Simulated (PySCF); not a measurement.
Stepwise substitution at one centre (Ga Cl-SH). All species are isolated molecules in the gas phase. One relaxed conformer stands for each flexible species; it need not be the lowest. Strings in code marks are SMILES.

The LUMO from two functionals at the same geometries (r2SCAN-D4/def2-TZVP), both in PySCF: PBE-D3(BJ)/def2-TZVP and r2SCAN-D4/def2-TZVP. 

```
species                                                                                          PBE-D3(BJ)/def2-TZVP (eV)
-----------------------------------------------------------------------------------------------  -------------------------
0 of 3 Cl replaced by SH                                                                                             -2.88
1 of 3 Cl replaced by SH (`[SH][Ga]([Cl])[Cl]` (H–S–Ga–Cl torsion 180°))                                             -2.49
2 of 3 Cl replaced by SH (`[SH][Ga]([SH])[Cl]` (H–S–Ga–Cl torsion 0°, Cl–Ga–S–H torsion -180°))                      -2.14
3 of 3 Cl replaced by SH (`[SH][Ga]([SH])[SH]`)                                                                      -1.87
```

### Question
What does r2SCAN-D4/def2-TZVP give for each?

### Answer

- 0 of 3 Cl replaced by SH: -2.62
- 1 of 3 Cl replaced by SH (`[SH][Ga]([Cl])[Cl]` (H–S–Ga–Cl torsion 180°)): -2.24
- 2 of 3 Cl replaced by SH (`[SH][Ga]([SH])[Cl]` (H–S–Ga–Cl torsion 0°, Cl–Ga–S–H torsion -180°)): -1.89
- 3 of 3 Cl replaced by SH (`[SH][Ga]([SH])[SH]`): -1.64
Over these rows, drawn at random from the members with no instability flagged (it was tested for open shells, ions and some series alone), PBE minus r2SCAN-D4: mean -0.25 eV, from -0.26 eV to -0.23 eV.
